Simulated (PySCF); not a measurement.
K (potassium, neutral): PW91 calculation

Configuration: [Ar] 4p1, 2P determinant (an excited configuration). Computed with PySCF 2.14 in dyall-av2z (17s13p2d, 66 functions), with the non-relativistic Hamiltonian (point nucleus).

```json
{"Total energy": "-599.861 hartree", "One-electron energy": "-823.224 hartree", "Hartree (Coulomb) energy": "256.765 hartree", "Exchange-correlation energy": "-33.403 hartree", "Kinetic energy": "599.20940 hartree", "⟨S²⟩": "0.7500", "⟨L²⟩": "2.000", "Sum of ⟨r⟩": "20.68 bohr", "Sum of ⟨r²⟩": "67.78 bohr²", "Traceless quadrupole moment −½Σ⟨3z² − r²⟩ along its main axis": "-19.2 e·bohr²", "Density at the nucleus (Gaussians lack the cusp)": "4480 bohr⁻³", "Spin density at the nucleus": "-0.00955 bohr⁻³", "Langevin diamagnetic susceptibility": "-53.7 ×10⁻⁶ cm³/mol"}
```

```csv
shell,electrons,mean orbital energy (hartree),spread (hartree),"rms radius, mean of both spins (bohr)"
1s α,1,-128.89474,0,0.0945
1s β,1,-128.89449,0,0.0945
2s α,1,-12.93210,0,0.425
2s β,1,-12.93187,0,0.425
2p α,3,-10.34420,0.00071,0.391
2p β,3,-10.34389,0.00126,0.391
3s α,1,-1.33752,0,1.37
3s β,1,-1.33644,0,1.37
3p α,3,-0.74240,0.00332,1.56
3p β,3,-0.74122,0.00504,1.56
4p α,1,-0.06096,0,6.94
```
